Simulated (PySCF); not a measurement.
Simulation results for BH₂OSi

All values are calculated (PySCF 2.14.0). Calculation on a computer-drawn molecule: optimised geometry and harmonic frequencies of an isolated molecule of the commonest isotopes, restricted reference for singlets and unrestricted otherwise, frozen core in MP2.

### BH₂OSi

Start structure:
```xyz
5
BH2OSi
O     -3.0671     3.5768    -0.8872
B     -1.6807     2.6846    -0.9967
Si    -0.2940     2.1682    -2.4744
H      0.5829     3.1148    -2.9814
H     -0.0138     0.8208    -2.4586
```

It was run with charge -1, multiplicity 1, method HF and basis aug-cc-pV(D+d)Z.

Results for BH₂OSi: rotational constants 111.8, 4.175, 4.147 GHz; total energy -389.7126 hartree; convergence status largest gradient component 1.314e-05 hartree/bohr.

Drawn bonds:
```
atom  other atom  order
   1           2      2
   2           3      1
   3           4      1
   3           5      1
```

Optimised structure:
```xyz
5
BH2OSi
O     -2.6117     3.2982    -0.6739
B     -1.8114     2.8590    -1.4665
Si    -0.5739     2.1144    -2.9240
H      0.5503     3.1180    -2.6695
H     -0.0261     0.9757    -2.0644
```

Modes:
```
frequency (cm⁻¹)  reduced mass (dalton)
           312.4                  3.656
             336                  3.974
           457.8                   10.6
           718.2                   1.37
           752.3                  1.277
            1014                  1.047
            1958                  10.83
            2023                  1.046
            2043                  1.046
```
